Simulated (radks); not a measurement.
The numbers below are computed, except where a source is named.
Question: The mean radii <r> (bohr) of the occupied orbitals of an atom or ion are listed with their occupations. Code: a radial shooting solver on a logarithmic mesh with Libxc functionals. Model: scalar-relativistic Kohn-Sham, exchange-only LDA, spin-polarised, spherical densities, point nucleus.

orbital  occ.      <r>
1s up       1  0.02308
1s down     1  0.02308
2s up       1  0.09364

Name the element and its charge. Open shells, if any, are filled with parallel spins first.

Answer: Z = 61, promethium, charge +58: Pm58+ in [He] 2s1. The 1s radius gives Z: for a bare nucleus <r> = (2 gamma + 1)/(2Z) with gamma = sqrt(1 - (Z/c)^2), 0.02288 bohr for Z = 61, and screening makes it slightly larger (0.02308 here). The occupations add up to 3, and the charge is Z minus that.
